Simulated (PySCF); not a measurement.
C2H8FNOSi, SMILES CC[Si@](N)(O)F.

Geometry: B3LYP-D3(BJ)/def2-SVP. The structure was generated by enumeration; whether it is a known compound was not checked. Other conformers were not sampled.

Two levels are set side by side: TDDFT-PBE/def2-SVPD (PySCF) and TDDFT-PBE0/def2-SVPD (PySCF). Vertical, same geometry. The lowest singlet is HOMO→LUMO 99 % with PBE and HOMO→LUMO 90 % with the other functional; states are paired by order. Differences are taken from unrounded values.

```json
[
 {"quantity": "lowest singlet excitation (eV)", "TDDFT-PBE": "5.93"},
 {"quantity": "lowest triplet excitation (TDA) (eV)", "TDDFT-PBE": "5.75"}
]
```

Task: These are the TDDFT-PBE values. What does TDDFT-PBE0 give? (Estimate from the structure and the level; the computed values follow.)

Result: 
```json
[
 {"quantity": "lowest singlet excitation (eV)", "TDDFT-PBE0": "6.86", "TDDFT-PBE minus TDDFT-PBE0": "-0.92"},
 {"quantity": "lowest triplet excitation (TDA) (eV)", "TDDFT-PBE0": "6.51", "TDDFT-PBE minus TDDFT-PBE0": "-0.76"}
]
```

Functionals without exact exchange tend to place singlet excitations lower, as here. Differences between two approximate levels are no errors against the true value.

Rough cost on one machine, each run with all the roots and properties that it gave: TDDFT-PBE0 against TDDFT-PBE about 4 times.
